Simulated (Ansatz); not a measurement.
Coupled-cluster diagnostics for Mo(NH)2F2 (MoN2F2H2), Ansatz.

Geometry of the singlet (PBE-D4/def2-SVP):

```xyz
7

Mo    0.479    0.275    0.010
N    -0.074   -0.835    1.222
H    -0.738   -1.497    1.642
N    -0.718    0.380   -1.240
H    -1.611    0.148   -1.692
F     2.036   -0.433   -0.746
F     0.626    1.962    0.805
```

In the def2 sets Mo takes a core potential; there is no spin–orbit coupling. Correlated methods freeze 4 core orbitals; core or outer-core shells of Mo are correlated, in sets that lack core-valence functions.

Estimate the CCSD(T) correlation energy, the shares of MP2 and (T), T1 and the reference's ⟨S²⟩ for: charge 0, singlet, own geometry in def2-TZVPP; and the rough time on 4 threads of Intel Xeon Platinum 8259CL on a shared host.


| state | basis | correlation (eV) | MP2 share (%) | (T) share (%) | T1 | ⟨S²⟩ (pure) | wall time | remarks |
| --- | --- | --- | --- | --- | --- | --- | --- | --- |
| charge 0, singlet, own geometry | def2-TZVPP | -42.077 | 99.8 | 5.5 | 0.022 | 0.00 (0.00) | 1.8 min | restricted SCF unstable |
Customary marks for T1 are 0.02 (closed shells), 0.045 (open shells) and about 0.05 (3d metals). T1 exceeds 0.02 in 1 of 1 rows and 0.045 in 0; the higher it lies, the less the single-reference result can be trusted.
